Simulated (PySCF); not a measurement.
# Germanium: a sound run and one with changed settings

Sound run: Ge [Ar] 3d10 4s2 4p2, Ge⁺ [Ar] 3d10 4s2 4p1. Calculation: PySCF 2.14, in pcseg-2; the non-relativistic Hamiltonian (point nucleus). In the sound run the correlated levels freeze [Ar] 3d10. The sound run starts from symmetry-adapted Hartree-Fock orbitals and uses a fine grid where one is needed.

Changed run: scalar relativity by spin-free X2C-1e. This setting is unsound on purpose.

```
species   method  sound run (hartree)  changed run (hartree)  converged
     Ge      UHF          -2075.33289            -2092.56516        yes
     Ge     MN15          -2077.35231            -2094.53817        yes
     Ge     BP86          -2077.23204            -2094.45714        yes
     Ge      MP2          -2075.38261            -2092.61467        yes
     Ge  CCSD(T)          -2075.39927            -2092.63102        yes
    Ge⁺      UHF          -2075.05916            -2092.29178        yes
    Ge⁺     MN15          -2077.05822            -2094.24446        yes
    Ge⁺     BP86          -2076.93676            -2094.16226        yes
    Ge⁺      MP2          -2075.09634            -2092.32876        yes
    Ge⁺  CCSD(T)          -2075.11100            -2092.34310        yes
```

Ionisation energy of Ge:

```csv
method,sound run (eV),changed run (eV)
UHF,7.448,7.439
MN15,8.003,7.992
BP86,8.035,8.024
MP2,7.790,7.780
SCS-MP2,7.716,7.706
CCSD,7.818,7.808
CCSD(T),7.844,7.835
```

Most of the change in total energy is the relativistic energy itself. On top of that the contraction fixes the core shape for the Hamiltonian it was made with, so the changed run is not a good calculation with the other Hamiltonian either.

For comparison, NIST gives 7.899 eV between the lowest levels.
